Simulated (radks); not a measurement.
These are the eigenvalues of the occupied orbitals of an atom or ion with whole-number occupations (hartree). Calculated with a radial shooting solver on a logarithmic mesh with Libxc functionals: Dirac Kohn-Sham, PBE, spin-unpolarised, spherical densities, point nucleus.

| orbital | eigenvalue |
|---|---|
| 1s1/2 | -1775.800 |
| 2s1/2 | -291.4623 |
| 2p1/2 | -276.4888 |
| 2p3/2 | -252.6731 |
| 3s1/2 | -64.13684 |
| 3p1/2 | -57.67537 |
| 3p3/2 | -52.82044 |
| 3d3/2 | -41.64925 |
| 3d5/2 | -40.59298 |
| 4s1/2 | -12.73275 |
| 4p1/2 | -10.23746 |
| 4p3/2 | -9.16636 |
| 4d3/2 | -5.06154 |
| 4d5/2 | -4.86938 |
| 5s1/2 | -1.63881 |
| 5p1/2 | -0.97161 |
| 5p3/2 | -0.83227 |
| 6s1/2 | -0.13317 |
| 4f5/2 | -0.11249 |
| 4f7/2 | -0.08986 |

Which element is it, and in what charge state? The configuration may be excited. Open shells, if any, are shared by 2j + 1.

Answer. Z = 63, europium, charge 0: Eu in [Xe] 4f7 6s2. The list shows which subshells hold electrons but not how many an open one holds; the 1s level, -1775.8 hartree, gives Z - s = 59.6 by -(Z - s)^2/2, which with screening and relativity narrows Z to a few neighbours, and the depths of the outer levels then fix element, charge and occupations together.
